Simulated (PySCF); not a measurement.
**Correlation energy of Pd⁺ (palladium, charge +1)**

[Kr] 4d8 5s1, high-spin 4F determinant (an excited configuration). All numbers are calculated (PySCF 2.14, the spin-free X2C one-electron Hamiltonian (Gaussian nucleus), in ANO-RCC-VTZP). Frozen: [Ar] 3d10; 17 electrons correlated.

MP2 pair energies summed by pair of shells (mhartree):

```tsv
pair	energy	share (%)
4d-4d	-212.49	39.8
4p-4d	-172.16	32.3
4p-4p	-52.90	9.9
4d-5s	-34.44	6.5
4s-4d	-25.86	4.8
4s-4p	-23.97	4.5
4p-5s	-7.16	1.3
4s-4s	-3.72	0.7
4s-5s	-0.54	0.1
```

Total MP2 correlation energy: -533.23 mhartree.

Same-spin part -178.85 and opposite-spin part -354.38 mhartree; SCS-MP2 scales them by 1/3 and 6/5 to -484.87 mhartree.
